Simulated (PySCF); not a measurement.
A run for PySCF: D3(BJ) and D4 dispersion corrections on CH2F2 (SMILES FCF).

```python
from pyscf import gto
from pyscf.dispersion import dftd3, dftd4

mol = gto.M(
    atom='''
    F     0.35384288   -0.76144484    3.35332530
    C    -0.46430787    0.13831129    3.97189869
    F     0.11999818    1.36546091    3.90791212
    H    -0.56564619   -0.14916661    5.01949680
    H    -1.41258881    0.17222954    3.43423666
    ''',
    basis='def2-svp',
    charge=0, spin=0, verbose=0, max_memory=1800)
d3, d4 = {}, {}
for xc in ['hf', 'pbe', 'blyp', 'revpbe', 'tpss', 'r2scan', 'b3lyp', 'pbe0', 'bhlyp', 'camb3lyp', 'b2plyp']:
    d3[xc] = float(dftd3.DFTD3Dispersion(mol, xc=xc, version='d3bj', atm=False).get_dispersion()['energy'])
    print(f'D3(BJ) {xc:10s} {d3[xc]:14.8f} Eh')
for xc in ['hf', 'pbe', 'blyp', 'revpbe', 'tpss', 'r2scan', 'b3lyp', 'pbe0', 'bhlyp', 'camb3lyp', 'b2plyp']:
    d4[xc] = float(dftd4.DFTD4Dispersion(mol, xc={'camb3lyp': 'cam-b3lyp'}.get(xc, xc), atm=True).get_dispersion()['energy'])
    print(f'D4     {xc:10s} {d4[xc]:14.8f} Eh')
```

It printed:

```
D3(BJ) hf            -0.01543958 Eh
D3(BJ) pbe           -0.00143014 Eh
D3(BJ) blyp          -0.00295693 Eh
D3(BJ) revpbe        -0.00407969 Eh
D3(BJ) tpss          -0.00171365 Eh
D3(BJ) r2scan        -0.00034433 Eh
D3(BJ) b3lyp         -0.00237181 Eh
D3(BJ) pbe0          -0.00113618 Eh
D3(BJ) bhlyp         -0.00174212 Eh
D3(BJ) camb3lyp      -0.00091164 Eh
D3(BJ) b2plyp        -0.00100320 Eh
D4     hf            -0.00622042 Eh
D4     pbe           -0.00134608 Eh
D4     blyp          -0.00320740 Eh
D4     revpbe        -0.00579857 Eh
D4     tpss          -0.00183692 Eh
D4     r2scan        -0.00031624 Eh
D4     b3lyp         -0.00215657 Eh
D4     pbe0          -0.00108810 Eh
D4     bhlyp         -0.00134878 Eh
D4     camb3lyp      -0.00105469 Eh
D4     b2plyp        -0.00092393 Eh
```

The run finished.

Cost: about 0.05 core-seconds (a rough figure).
